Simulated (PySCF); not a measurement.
Numbering as in the mapped SMILES `[SiH3:1][O:2][c:3]1[cH:4][cH:5][cH:6][cH:7][c:8]1[O:9][SiH3:10]`; H(Xn) means a hydrogen on atom n.

Non-relativistic Hamiltonian, one conformer, in vacuum, fast rotation and ring inversion assumed for equivalent nuclei. Shieldings: GIAO PBE0/pcSseg-1; GFN2-xTB geometry; PySCF 2.14.

Scale: ¹³C (σref 186.93) and ¹H (σref 31.72) and ²⁹Si (σref 349.16) against TMS; ¹⁷O (σref 336.08) vs H2O (reference shieldings calculated alike).

| atoms | nucleus | count | δ (ppm) |
| --- | --- | --- | --- |
| C3/C8 | ¹³C | 2 | ? |
| Si1/Si10 | ²⁹Si | 2 | -42.1 |
| H(C5)/H(C6) | ¹H | 2 | 7.16 |
| C4/C7 | ¹³C | 2 | 122.8 |
| C5/C6 | ¹³C | 2 | 126.9 |
| H(Si1)/H(Si10) | ¹H | 6 | 5.22 |
| H(C4)/H(C7) | ¹H | 2 | 7.08 |
| O2/O9 | ¹⁷O | 2 | ? |

Estimate the values marked ?.

## Answers


- C3/C8: 151.1 ppm, aromatic carbon bearing oxygen; σ withdrawal by the attached heteroatom moves it downfield of the ring CH carbons
- O2/O9: 76.9 ppm, oxygen bonded to C, Si

Shifts are as computed. Against solution values, carbons near 30 ppm lie about +3 ppm off and those near 130 ppm about +5 ppm. Of 1211 compounds with measured shifts, 218 miss one by over three times the rms of a fit or turn the order of signals round; such compounds aren't used in these exercises. Experimental scales use liquid or dissolved standards, which lie at an offset from isolated H2O (liquid H2O: subtract about 36 ppm).
